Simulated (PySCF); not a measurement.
C₃H₄ClNSi. Atoms are numbered in the order given.

```xyz
10

Cl    -1.7241    -0.8371     0.9594
Si    -0.3983    -0.2829    -0.5271
C      1.3613    -0.8014    -0.2458
C      2.0636     0.3430    -0.1458
N      1.4141     1.6163    -0.2331
C      0.1480     1.5370    -0.4087
H     -0.9935    -0.6701    -1.8354
H      1.8295    -1.7839    -0.1818
H      3.1464     0.3944     0.0079
H     -0.4339     2.4651    -0.4878
```
Charge 0, spin multiplicity 1.

Geometry optimised at PBE0-D3(BJ)/def2-SVP. The structure was generated by enumeration; whether it is a known compound was not checked.

The numbers are results of PBE/def2-TZVP run with PySCF, not measurements.

Gas-phase values at a fixed geometry.

- total energy = -920.71050 hartree
- highest occupied level = -6.02 eV
- lowest empty level = -3.43 eV
- orbital gap = 2.59 eV
- dipole moment = 1.16 D
- quadrupole, principal values (traceless, Buckingham form, about the centre of nuclear charge) = -7.70, -0.63, 8.33 D·Å
- mean static polarisability = 75.5 bohr³ (11.19 Å³)
- polarisability, principal values = 57.5, 74.5, 94.4 bohr³
